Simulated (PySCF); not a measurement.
Radial density of Pb⁷¹⁺ (lead, charge +71)

UHF, [Ne] 3s1, 2S determinant. Calculation: PySCF 2.14, in an even-tempered Gaussian basis (17 s from 23 bohr⁻², ratio 2.5; 12 p from 30 bohr⁻², ratio 2.5; 4 d from 110 bohr⁻², ratio 2.7; 4 f from 160 bohr⁻², ratio 2.7); the spin-free X2C one-electron Hamiltonian (Gaussian nucleus).

```json
{"r (bohr)": "0.0189", "4πr²ρ (e/bohr)": "92.06", "4πr²(ρα − ρβ)": "-0.0048"}
{"r (bohr)": "0.0317", "4πr²ρ (e/bohr)": "103.7", "4πr²(ρα − ρβ)": "1.7621"}
{"r (bohr)": "0.0534", "4πr²ρ (e/bohr)": "126.6", "4πr²(ρα − ρβ)": "2.5296"}
{"r (bohr)": "0.0898", "4πr²ρ (e/bohr)": "52.41", "4πr²(ρα − ρβ)": "0.5801"}
{"r (bohr)": "0.151", "4πr²ρ (e/bohr)": "11.30", "4πr²(ρα − ρβ)": "8.3005"}
{"r (bohr)": "0.254", "4πr²ρ (e/bohr)": "1.582", "4πr²(ρα − ρβ)": "1.5737"}
{"r (bohr)": "0.427", "4πr²ρ (e/bohr)": "0.01133", "4πr²(ρα − ρβ)": "0.0113"}
```

Densities and radii are taken from the X2C orbitals without a picture-change correction, which distorts them close to the nucleus.

Spin-orbit coupling, which splits the p, d and f shells strongly at this Z, is absent.

Question: Where is the radial spin density 4πr²(ρα − ρβ) most negative, and why is it negative at all?

Answer: Around r = 0.0189 bohr, down to -0.0048 e/bohr: exchange with the open shell polarises the paired shells in an unrestricted calculation.
